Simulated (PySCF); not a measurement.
## Core-level binding energies of `C=C(C)CB(F)F`

C₄H₇BF₂.
Numbering: `[CH2:1]=[C:2]([CH3:3])[CH2:4][B:5]([F:6])[F:7]`

Structure used (PBE0-D3(BJ)/def2-SVP), in Å, numbered top down from 1:
```
atom  x, y, z in Å
C1    -0.7777   -1.2877    0.9945
C2    -0.5005   -0.1995    0.2655
C3    -0.8699    1.1832    0.7116
C4     0.2537   -0.2973   -1.0443
B5     1.7560    0.0109   -0.7382
F6     2.1595    1.2229   -0.3926
F7     2.6863   -0.9251   -0.7582
H8    -0.5000   -2.2898    0.6558
H9    -1.2961   -1.2079    1.9537
H10    0.0205    1.8298    0.7702
H11   -1.5518    1.6547   -0.0163
H12   -1.3614    1.1769    1.6938
H13    0.1585   -1.3025   -1.4781
H14   -0.1428    0.4354   -1.7670
```

Computed with delta-SCF UKS SCAN, pcX-2 on the ionised atom, pcseg-1 elsewhere, spin-free X2C (PySCF). These are vertical core ionisation energies against the vacuum level, from separate self-consistent calculations with and without the core hole.

Task: What binding energy does each computed site have?

Result: 
```csv
atom(s),environment,level,binding energy (eV),above the level's lowest (eV),count
B5,three-coordinate boron,B 1s,199.20,0.00,1
C1,terminal =CH2 carbon,C 1s,289.94,0.00,1
C4,sp3 carbon bound to boron,C 1s,290.79,+0.85,1
C3,allylic carbon,C 1s,290.89,+0.95,1
C2,fully substituted alkene carbon,C 1s,290.93,+0.99,1
F6/F7,boron-bound fluorine,F 1s,693.44,0.00,2
```

Lowest listed C 1s: C1, bonded to C (double bond) and 2 H. Highest, 0.99 eV above it: C2, bonded to C (double bond) and 2 C. The values 290.89 and 290.93 eV lie too close for their order to be trusted.

Task: What is the C 1s shift of C2 against C4?

Result: 290.93 − 290.79 = +0.14 eV, or +14 kJ/mol.

Task: Give the binding energy of C 1s of C3 in hartree and in kJ/mol.

Result: 290.89 eV = 10.6900 Eh = 28067 kJ/mol.

Topologically equivalent atoms share the value of their first member; where this conformer doesn't relate them by symmetry, their own values could differ. The unrestricted hole states depart most from a pure doublet (⟨S²⟩ = 0.75; over 0.85 named) for C 1s of C2 (0.87) and B 1s of B5 (0.99), which makes these values less certain. The structure is a single PBE0-D3(BJ)/def2-SVP conformer in the gas phase; no vibrational or solvent corrections.
